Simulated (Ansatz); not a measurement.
Job for Ansatz (a first-principles code): R-r2SCAN/def2-TZVPP on H3InO3 (SMILES [OH][In]([OH])[OH]). Elements past Kr take the def2 small-core potentials; no spin–orbit coupling.

Ansatz 0.2 input:
```yaml
crystal:
  periodic: [false, false, false]
  atoms:
    - {symbol: In, position_ang: [0.00049692, 0.00049491, -0.00013517]}
    - {symbol: O, position_ang: [1.98030334, 0.04035521, 0.17903030]}
    - {symbol: H, position_ang: [2.34676499, -0.84127485, 0.31185371]}
    - {symbol: O, position_ang: [-1.00844344, 1.69038352, -0.28221935]}
    - {symbol: H, position_ang: [-0.42486492, 2.45693496, -0.31409684]}
    - {symbol: O, position_ang: [-0.97128718, -1.73106777, 0.10338282]}
    - {symbol: H, position_ang: [-1.92296972, -1.61592599, 0.00218453]}
basis:
  gaussian:
    orbitals: def2-TZVPP
hamiltonian:
  xc: {name: r2SCAN}
scf: {lower_state_search: off}
```

The log:

```
WARN ansatz: RAYON_NUM_THREADS=4 ignored (pool sized by the plan → 4); use --threads N
Functional definition: r2SCAN
these checks for a lower state are left out or cut short: stability, starts, cluster_reference, orbital_swaps, neighbouring_geometries, increment
integrals: 0.09 GiB planned
1018 factors; their error is unknown
mean field: 0.66 GiB planned
mean field evaluation 1: about -11347.2690 eV, gradient 1.1e2 eV
mean field evaluation 2: about -11249.6585 eV, gradient 2.3e2 eV
mean field evaluation 4: about -11366.8859 eV, gradient 7.4e0 eV
mean field evaluation 8: about -11366.9893 eV, gradient 3.8e-2 eV
mean field evaluation 16: about -11366.9853 eV, gradient 3.9e-5 eV
mean field -11366.98529801 eV, -417.7290048824 hartree, gradient 1.7e-6 eV, S^2 0.000000; 0 other end points of the search recorded, 0 dependent functions left out
reference -11366.98532130 eV, -417.7290057384 hartree; 24, 24 occupied and 161, 161 virtual orbitals, 1018 factors
Total energy: -11366.98532130 eV, -417.7290057384 hartree
Checks for a lower state left out: stability, starts, cluster_reference, orbital_swaps, neighbouring_geometries, increment
```

The run converged.

Cost: very roughly 4 core-seconds.
